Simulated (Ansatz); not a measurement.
Geometry optimisation, Ansatz, RKS PBE-D4/def2-SVP.

Input:

```yaml
crystal:
  periodic: [false, false, false]
  atoms:
    - { symbol: B, position_ang: [0.010522, 0.103078, 0.270368] }
    - { symbol: C, position_ang: [0.029776, 0.254306, 1.849009] }
    - { symbol: H, position_ang: [-0.927632, 0.055457, 2.373836] }
    - { symbol: H, position_ang: [0.880884, -0.220637, 2.378339] }
    - { symbol: H, position_ang: [0.197463, 1.354896, 1.961318] }
    - { symbol: H, position_ang: [1.049258, -0.047017, -0.347147] }
    - { symbol: H, position_ang: [-1.024147, 0.262557, -0.351023] }
    - { symbol: Br, position_ang: [-0.379891, -3.099909, 0.551871] }
    - { symbol: H, position_ang: [-0.293831, -2.022032, 1.595729] }
basis:
  gaussian: { orbitals: def2-SVP }
hamiltonian:
  xc: pbe
  dispersion: d4
relax:
  f_tol: 0.03
  max_steps: 50
```

Command:

```bash
$ ansatz run input.yaml --threads 2 --pin off --max-ram 3072MiB --backend cpu --events-out ev --progress --plain --runs-dir out
```

**Question.** Where does it end, and by what steps?

**Answer.** The run converged. The force dipped under the threshold on the way, but the program's further checks kept it going. After 15 steps the energy has fallen by 0.140 eV; H9 moved furthest, 0.72 Å.

```
step  energy less start (eV)  largest force component (eV/Å)  accepted
   0                  0.0000                           0.963       yes
   1                 -0.0503                           0.208       yes
   2                 -0.0553                           0.171       yes
   3                 -0.0654                           0.120       yes
   4                 -0.0704                           0.784       yes
   5                 -0.1023                           0.259       yes
   6                 -0.1161                           0.176       yes
   7                 -0.1212                           0.729       yes
   8                 -0.1361                           0.188       yes
   9                 -0.1381                           0.118       yes
  10                 -0.1390                           0.020       yes
  11                 -0.1391                           0.009       yes
  12                 -0.1392                           0.015       yes
  13                 -0.1393                           0.030       yes
  14                 -0.1391                           0.193        no
  15                 -0.1397                           0.028       yes
```

```xyz
9
Properties=species:S:1:pos:R:3
B 0.006 0.002 0.303
C 0.057 0.347 1.841
H -0.879 0.149 2.402
H 0.924 -0.071 2.393
H 0.190 1.456 1.861
H 1.043 -0.084 -0.336
H -1.033 0.153 -0.320
Br -0.274 -2.616 0.358
H -0.491 -2.694 1.779
```

The run took 22 s on 2 threads of Arm Neoverse V2, with other jobs on the host, peak memory 0.12 GiB.
